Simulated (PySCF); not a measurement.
Method: PBE0/[Br def2-TZVP, H def2-TZVP], no relativity, density fitting, PySCF. Open shells, if any, are unrestricted.

Problem. What shape and geometry does isolated singlet BrH5 take (every ligand bound to Br)?

Solution. Counting electrons, bromine keeps 2 of its valence electrons outside its bonds, so the VSEPR class is AX5E1 and the expected shape is square pyramidal (C4v), as computed. The lowest minimum found is a singlet of C4v symmetry with Br–H 1.434 Å, Br–H 1.685 Å (×4); H–Br–H 84.2° (×4), H–Br–H 89.4° (×4), H–Br–H 168.3° (×2). Its harmonic wavenumbers are 493 (b2), 879 (e), 1053 (b1), 1085 (a1), 1151 (e), 1400 (e), 1539 (a1), 1599 (b1), 2424 (a1) cm⁻¹ and its dipole moment is 0.59 D.
